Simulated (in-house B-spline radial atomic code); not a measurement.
**Rh: [Kr] 4d8 5s1**

Computed with a B-spline radial code for spherical atoms: Dirac-Hartree-Fock, average of configuration, Fermi nucleus of rms radius 4.4945 fm.

Screening seen three ways: the hydrogenic charge with the same mean radius, Z_r = [3n² - l(l+1)]/(2<r>), the one with the same energy, Z_e = n√(-2ε), and Slater's rules. Values are occupation-weighted means over j. An effective charge above Z reflects the relativistic contraction of the inner shells.

```csv
shell,electrons,ε (eV),<r> (bohr),Z_r,Z_e,Slater
1s,2,-23359,0.03262,45.99,41.44,44.70
2s,2,-3467.7,0.1413,42.46,31.93,40.85
2p,6,-3103,0.1236,40.45,30.20,40.85
3s,2,-654.89,0.3881,34.78,20.81,33.75
3p,6,-531.5,0.3883,32.19,18.75,33.75
3d,10,-333.51,0.3694,28.43,14.85,23.85
4s,2,-101.26,0.9888,24.27,10.91,17.25
4p,6,-63.902,1.091,21.08,8.67,17.25
4d,8,-11.555,1.551,13.54,3.69,6.55
5s,1,-6.2079,3.607,10.40,3.38,3.40
```

The least bound orbital is 5s1/2 at -6.208 eV, and it is also the most diffuse (<r> = 3.607 bohr).

Spin-orbit splittings of the orbital energies (j = l + 1/2 above j = l - 1/2 when positive): 2p 145.4 eV, 3p 25.88 eV, 3d 5.042 eV, 4p 4.119 eV, 4d 0.4461 eV.

For the 1s electron the small component carries 2.71 % of the norm, the zero-frequency Breit interaction raises the level by 48.28 eV, self-energy by 26.75 eV, and vacuum polarisation lowers it by 3.249 eV.

The density falls to 0.001 bohr⁻³ at 4.429 bohr; Σ<r²> = 52.369 bohr² gives, by the non-relativistic formula and without the paramagnetism of open shells, a Langevin diamagnetic susceptibility of -41.48×10⁻⁶ cm³/mol.
